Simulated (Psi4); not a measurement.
CH3ClI2OSi, singlet, geometry from GFN2-xTB (core potentials on I); PBE/def2-SVPD in Psi4.

Input for Psi4:
```
memory 2 GB

molecule {
0 1
  C    -3.01524757    0.45346025   -0.73279695
  O    -1.64393050    0.68022300   -0.90153767
  Si   -0.39106297   -0.24200595   -0.52046657
  Cl   -0.29128463   -1.94175835   -1.58590626
  I     1.46053738    1.27791170   -0.97609989
  I    -0.48332988   -0.76807724    1.88041908
  H    -3.53626163    1.35926121   -1.03852255
  H    -3.24103054    0.23981107    0.31467237
  H    -3.34505621   -0.38486819   -1.34904583
}

set basis def2-svpd

energy('pbe')
print_variables()
```

### Question
What does Psi4 print? Leave out banner, timings and long lists.

### Answer

```
   => Loading Basis Set <=

    Name: DEF2-SVPD
    Role: ORBITAL
    Keyword: BASIS

    !!!  WARNING: ECP capability is in beta. Please check occupations closely.  !!!

         ---------------------------------------------------------
                                   SCF
               by Justin Turney, Rob Parrish, Andy Simmonett
                          and Daniel G. A. Smith
                              RKS Reference
         ---------------------------------------------------------

  ==> Geometry <==

    Molecular point group: c1
    Full point group: C1

    Geometry (in Angstrom), charge = 0, multiplicity = 1:

       Center              X                  Y                   Z               Mass
    ------------   -----------------  -----------------  -----------------  -----------------
         C           -3.102103961167     0.431681781971    -0.788698551395    12.000000000000
         O           -1.730786891167     0.658444531971    -0.957439271395    15.994914619570
         SI          -0.477919361167    -0.263784418029    -0.576368171395    27.976926534650
         CL          -0.378141021167    -1.963536818029    -1.641807861395    34.968852682000
         I            1.373680988833     1.256133231971    -1.032001491395   126.904471900000
         I           -0.570186271167    -0.789855708029     1.824517478605   126.904471900000
         H           -3.623118021167     1.337482741971    -1.094424151395     1.007825032230
         H           -3.327886931167     0.218032601971     0.258770768605     1.007825032230
         H           -3.431912601167    -0.406646658029    -1.404947431395     1.007825032230

  Running in c1 symmetry.

  Rotational constants: A =      0.02957  B =      0.01380  C =      0.01187 [cm^-1]
  Rotational constants: A =    886.35875  B =    413.85486  C =    355.88867 [MHz]
  Nuclear repulsion =  678.389576962891397

  Charge       = 0
  Multiplicity = 1
  Electrons    = 98
  Nalpha       = 49
  Nbeta        = 49

  ==> Algorithm <==

  SCF Algorithm Type is DF.
  DIIS enabled.
  MOM disabled.
  Fractional occupation disabled.
  Guess Type is SAD.
  Energy threshold   = 1.00e-06
  Density threshold  = 1.00e-06
  Integral threshold = 1.00e-12

  ==> Primary Basis <==

  Basis Set: DEF2-SVPD
    Blend: DEF2-SVPD
    Number of shells: 76
    Number of basis functions: 188
    Number of Cartesian functions: 202
    Spherical Harmonics?: true
    Max angular momentum: 2

  Core potential: DEF2-SVPD
[...]
   @DF-RKS iter   7: -1459.59002160552359   -3.14538e-03   1.21883e-04 ADIIS/DIIS
   @DF-RKS iter   8: -1459.59022545456264   -2.03849e-04   4.95760e-05 DIIS
   @DF-RKS iter   9: -1459.59026314435368   -3.76898e-05   1.46087e-05 DIIS
   @DF-RKS iter  10: -1459.59026705899942   -3.91465e-06   2.20810e-06 DIIS
   @DF-RKS iter  11: -1459.59026716786707   -1.08868e-07   4.99087e-07 DIIS
  Energy and wave function converged.

  ==> Post-Iterations <==

   Electrons on quadrature grid:
      Ntotal   =   98.0000084176 ; deviation = 8.418e-06

    Orbital Energies [Eh]
    ---------------------

    Doubly Occupied:

[...]
      49A     -0.239221

    Virtual:

[...]
     188A     56.205372

    Final Occupation by Irrep:
              A
    DOCC [    49 ]
    NA   [    49 ]
    NB   [    49 ]

  @DF-RKS Final Energy: -1459.59026716786707

   => Energetics <=

    Nuclear Repulsion Energy =            678.3895769628913968
    One-Electron Energy =               -3581.4477142978248594
    Two-Electron Energy =                1551.7952417772494300
    DFT Exchange-Correlation Energy =    -108.3273716101833344
    Empirical Dispersion Energy =           0.0000000000000000
    VV10 Nonlocal Energy =                  0.0000000000000000
    Total Energy =                      -1459.5902671678670686

Computation Completed

Properties will be evaluated at   0.000000,   0.000000,   0.000000 [a0]

Properties computed using the SCF density matrix

 Multipole Moments:

 ------------------------------------------------------------------------------------
     Multipole            Electronic (a.u.)      Nuclear  (a.u.)        Total (a.u.)
 ------------------------------------------------------------------------------------

 L = 1.  Multiply by 2.5417464519 to convert [e a0] to [Debye]
 Dipole X            :         67.0813284          -67.7915379           -0.7102095
 Dipole Y            :         31.0283056          -31.0097519            0.0185537
 Dipole Z            :         58.1631015          -58.2022318           -0.0391303
 Magnitude           :                                                    0.7115286

 ------------------------------------------------------------------------------------

  Variable Map:
  ----------------------------------------------------------------------------
[...]
  Array Variable Map:
  ----------------------------------------------------------------------------
[...]
[...]
```
